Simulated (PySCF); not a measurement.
## ZnN: from constants to spectrum

r²SCAN0 constants of ZnN, ⁴Σ⁻ (quartet), unpaired electrons σ ↑, π ↑↑ (PySCF, spin-free X2C with a Gaussian nucleus, basis sets Zn x2c-SVPall, N x2c-SVPall; masses 63.9291 and 14.0031 u):

| Quantity | Value |
| --- | --- |
| ωe | 270.6 cm⁻¹ |
| ωexe | 12.4 cm⁻¹ |
| Be | 0.33203 cm⁻¹ |
| αe | 0.0117 cm⁻¹ |
| D (centrifugal) | 2e-06 cm⁻¹ |
| De to Zn + N | 0.168 eV |

(1) Give the vibrational terms G(v) and spacings up to v = 2.

(2) How well does the Morse estimate ωe²/(4ωexe) reproduce De, and what is D0?

The bond is weak. Basis-set superposition, not corrected here, can be much of De in a small basis, most of all at correlated wavefunction levels. Functionals without a dispersion term scatter widely for such bonds, and LDA overbinds them. The state was picked by a PBE0 search and need not be the measured ground state.

## Answers

(1) G(v) = ωe(v+½) − ωexe(v+½)².

| v | G(v) (cm⁻¹) | G(v) − G(v−1) | Bv (cm⁻¹) |
| --- | --- | --- | --- |
| 0 | 132 |  | 0.3262 |
| 1 | 378 | 246 | 0.3145 |
| 2 | 599 | 221 | 0.3028 |

(2) It gives 0.183 eV, 109 % of the computed De. D0 = De − G(0) = 0.168 − 0.016 = 0.152 eV.
